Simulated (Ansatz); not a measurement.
```yaml
crystal:
  periodic: [false, false, false]
  atoms:
    - {symbol: Ge, position_ang: [0.010888, 0.888589, -0.868518]}
    - {symbol: N, position_ang: [1.369620, 0.001774, -0.021563]}
    - {symbol: H, position_ang: [2.333857, 0.205405, -0.230556]}
    - {symbol: H, position_ang: [1.275835, -0.717302, 0.681525]}
    - {symbol: N, position_ang: [-1.369091, 0.038080, -0.018687]}
    - {symbol: H, position_ang: [-2.327985, 0.266359, -0.226796]}
    - {symbol: H, position_ang: [-1.293125, -0.682905, 0.684594]}
basis:
  gaussian: {orbitals: STO-3G, point_charges: [{charge: -1.00, position_ang: [5.322, 0.454, 0.477]}]}
total_charge: 1
magnetization: {spin_polarized: true, initial_magnetization: 1}
hamiltonian: {xc: {name: revPBE0}}
scf: {omitted_lower_state_checks: [starts]}
output: {forces: true}
```

```sh
$ ansatz run in.yaml --threads 4 --pin off --events-out ev --progress --plain --max-ram 3916MiB
```

It prints (some lines left out):

```
Functional definition: revPBE0
370 factors; integrals over basis functions are off by at most 3.3e-5 eV
mean field evaluation 1: about -58846.3079 eV, gradient 4.8e1 eV
mean field evaluation 2: about -58817.6708 eV, gradient 7.7e1 eV
mean field evaluation 4: about -58863.7614 eV, gradient 1.9e1 eV
mean field evaluation 8: about -58866.2070 eV, gradient 6.5e-1 eV
mean field evaluation 16: about -58866.1989 eV, gradient 3.1e-3 eV
mean field -58866.19892363 eV, -2163.2929095009 hartree, gradient 3.2e-6 eV, S^2 0.803246; 0 other end points of the search recorded, 0 dependent functions left out
reference -58866.19894558 eV, -2163.2929103074 hartree; 25, 24 occupied and 7, 8 virtual orbitals, 370 factors
Total energy: -58866.19894558 eV, -2163.2929103074 hartree
Atom 0 at     0.010888     0.888589    -0.868518 Å, force    -0.716762    -1.252683     1.266104 eV/Å
Atom 1 at     1.369620     0.001774    -0.021563 Å, force    -4.018130     1.753402    -1.734793 eV/Å
Atom 2 at     2.333857     0.205405    -0.230556 Å, force     2.979319     0.476915    -0.319275 eV/Å
Atom 3 at     1.275835    -0.717302     0.681525 Å, force     0.195632    -1.742285     1.752239 eV/Å
Atom 4 at    -1.369091     0.038080    -0.018687 Å, force     4.433477     1.950201    -1.981591 eV/Å
Atom 5 at    -2.327985     0.266359    -0.226796 Å, force    -2.005575     0.401507    -0.354046 eV/Å
Atom 6 at    -1.293125    -0.682905     0.684594 Å, force    -0.108112    -1.506257     1.492434 eV/Å
Dipole moment:     0.319240    -0.618980     0.614261 e Å
Checks for a lower state left out: starts
```

Hardware: 4 threads of Arm Neoverse V1 on a shared host. Wall time 0.8 s.

The dipole of an ion depends on the origin.
